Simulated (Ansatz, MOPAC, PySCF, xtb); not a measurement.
Torsion H5–O1–B2–Cl3 in BCl2HO (SMILES OB(Cl)Cl); at each angle all else is relaxed with GFN2-xTB, and the levels are single points there.
Geometry at 0° (charge 0, multiplicity 1):
```xyz
5

O     -0.8742    -0.5292     0.3116
B      0.3082     0.0563     0.1609
Cl     0.6119     1.2080    -1.1210
Cl     1.5616    -0.3448     1.2698
H     -1.5909    -0.3240    -0.2923
```

On the grid 0° to 330°, 90° is the highest and 0° the lowest point at MP2/CBS(cc-pV(T+d)Z, cc-pV(Q+d)Z) + ΔCCSD(T)/cc-pV(T+d)Z.

The state reached by PM6, PM7 isn't checked; PM7 holds dispersion and hydrogen-bond terms.

Programs: Ansatz (Gaussian orbitals); MOPAC for PM6, PM7 (differences of heats of formation); PySCF for the dispersion terms; xtb for the GFN methods. Values without a source in brackets are computed.

Question: One of these levels gives 21.8 kJ/mol for the energy at 90° less that at 0°. Which?
(A) PM7
(B) GFN1-xTB
(C) PBE-D4/def2-TZVPP
(D) PM6

Answer: D, PM6. The others give 18.9 (PM7), 30.4 (GFN1-xTB), 42.2 (PBE-D4/def2-TZVPP)

Ansatz is a first-principles code.
